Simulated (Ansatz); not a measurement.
A made-up structure of GeH₄SO, closed shell:

```xyz
7
angstrom
O -0.6124 -1.9247 0.2296
S -1.2464 -0.4364 0.6588
Ge 0.4351 0.8926 0.0411
H -0.9274 -2.1175 -0.6600
H 0.6758 0.7500 -1.4714
H -0.0345 2.3129 0.3897
H -1.1614 -1.5836 1.3843
```

It is relaxed with PBE-D4/def2-SVP and then PBE0-D4/def2-TZVP (Ansatz 0.2.0). Atoms count as bonded within 1.22 times the sum of their covalent radii (H–H: 0.88 Å). The end point is not checked to be a true minimum.

(1) Does its bonding change? (Judge from chemistry; the calculation decides.)

## Answers

(1) Computed: No: no bond forms or breaks.

Where it ends: The first stage lowers the energy by 3.45 eV in 17 steps. It ends as GeH₄SO ([OH][SH][GeH2]):
```
7
angstrom
O -0.4729 -2.1362 -0.0667
S -1.0211 -0.5859 0.0750
Ge 0.8908 0.8523 0.1301
H -1.1951 -2.6688 -0.4221
H 0.4759 1.3053 -1.3381
H -0.3185 1.6919 0.7861
H -1.2304 -0.5653 1.4079
```

Labels in which every atom is bracketed show which atoms are joined, not bond orders.

For scale, one of the runs: PBE0-D4/def2-TZVP relaxation, 140 basis functions, launched by `ansatz run in.yaml --threads 2 --pin off --events-out ev --progress --plain --max-ram 4352MiB`. Hardware: 2 CPU threads of an Arm Neoverse V1, shared host. Wall time about 35 s.
